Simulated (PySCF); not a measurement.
BrH3OSiZn, SMILES [SiH3][O][Zn][Br].

Geometry: TPSSh-D3(BJ)/def2-SVP. The structure was generated by enumeration; whether it is a known compound was not checked. One conformer was computed; it need not be the lowest.

The numbers are results of TDDFT-LC-ωPBE/def2-SVPD run with PySCF, not measurements.

Vertical excitations. Isolated molecule, no solvent. State labels are in the subgroup Cs.

Computed UV-visible absorptions:
| state | symmetry | energy (eV) | λ (nm) | f | main pairs |
|---|---|---|---|---|---|
| S1 | A" | 6.18 | 201 | 0.004 | HOMO→LUMO 82 % |
| S2 | A' | 6.31 | 196 | 0.020 | HOMO−1→LUMO 75 %, HOMO−3→LUMO 13 % |
| S3 | A" | 6.69 | 185 | 0.041 | HOMO−2→LUMO 78 % |
| S4 | A' | 6.86 | 181 | 0.042 | HOMO−3→LUMO 68 % |
| S5 | A" | 7.65 | 162 | 0.002 | HOMO→LUMO+1 79 % |
| S6 | A' | 7.73 | 160 | 0.005 | HOMO→LUMO+2 45 %, HOMO−1→LUMO+1 31 %, HOMO−2→LUMO+2 8 % |
| S7 | A" | 7.79 | 159 | 0.000 | HOMO−1→LUMO+2 75 %, HOMO−3→LUMO+2 16 % |
| S8 | A' | 7.88 | 157 | 0.001 | HOMO−4→LUMO 35 %, HOMO−1→LUMO+1 28 %, HOMO→LUMO+2 18 %, HOMO−3→LUMO+1 6 % |
| S9 | A" | 8.11 | 153 | 0.013 | HOMO−2→LUMO+1 73 % |
| S10 | A' | 8.26 | 150 | 0.051 | HOMO−2→LUMO+2 49 %, HOMO−3→LUMO+1 18 %, HOMO→LUMO+2 11 % |
| T1 | A" | 5.83 | 213 | 0 | HOMO→LUMO 78 % |
| T2 | A' | 5.92 | 209 | 0 | HOMO−1→LUMO 74 %, HOMO−3→LUMO 12 % |
| T3 | A" | 6.23 | 199 | 0 | HOMO−2→LUMO 73 % |
| T4 | A' | 6.32 | 196 | 0 | HOMO−3→LUMO 65 % |
Triplets are in the Tamm–Dancoff approximation, which puts them higher than full response would, so one can lie above its singlet here.
